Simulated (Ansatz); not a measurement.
Reaction (ligand exchange at a Ta–F bond): `[OH][Ta]([OH])([F])=[S]` + NH₃ → `[NH2][Ta]([OH])([OH])=[S]` + H–F

Calculated with Ansatz (gas phase, PBE0-D4/def2-TZVP geometries, no zero-point term in ΔE). CCSD(T)/CBS is the MP2 limit (def2-TZVPP, def2-QZVPP) plus CCSD(T) − MP2 in def2-TZVPP, frozen cores. This one scheme is used for every species. DFT in def2-TZVPP. Elements past krypton have def2 core potentials. For Ta outer-core shells are correlated without core-valence functions, which leaves a few kJ/mol of doubt a bond. One conformer a species, not always the lowest.

(1) Is it downhill or uphill in electronic energy at CCSD(T)/CBS, and by how much? (Best estimate.)

(2) What do these levels give: PBE-D4, revPBE-D4, B97M-V, ωB97M-V, CCSD(T)/def2-SVP, MP2/def2-TZVPP? (An estimate is asked.)

(3) What do rigid-rotor, harmonic-oscillator terms from PBE0-D4/def2-TZVP frequencies (298.15 K, 1 bar) make of the CCSD(T)/CBS value? (An estimate is asked.)

Largest T1 diagnostic among the species: 0.020, so the coupled-cluster value is less sure than usual.

Answers

(1) Ansatz gave: Uphill: ΔE = +17.9 kcal/mol.

(2) The calculation gave: PBE-D4 20.7, revPBE-D4 20.5, B97M-V 23.4, ωB97M-V 20.8, CCSD(T)/def2-SVP 20.7, MP2/def2-TZVPP 17.4 kcal/mol.

(3) The calculation gave: ΔZPE = -1.5 kcal/mol, ΔH = +16.7 kcal/mol, ΔS = -3 J/(mol·K), ΔG = +16.9 kcal/mol.

At CCSD(T), def2-SVP lies +2.8 kcal/mol from the extrapolated value and def2-TZVPP +0.6 kcal/mol. Leaving LDA and LC-ωPBE aside and taking each functional with its dispersion term where it has one, the values, not all of them listed here, spread over 4.5 kcal/mol, from PBE-QIDH to B97M-V. LDA lies −2.4 kcal/mol from PBE without D4. The D4 term adds −1.5 kcal/mol with B3LYP and −0.8 kcal/mol with PBE0; it sums over pairs of atoms, weighted by their polarisabilities, and B3LYP, whose exchange is more repulsive, gets the larger term.

B3LYP here is the variant with VWN-RPA as its local correlation; programs differ in this.
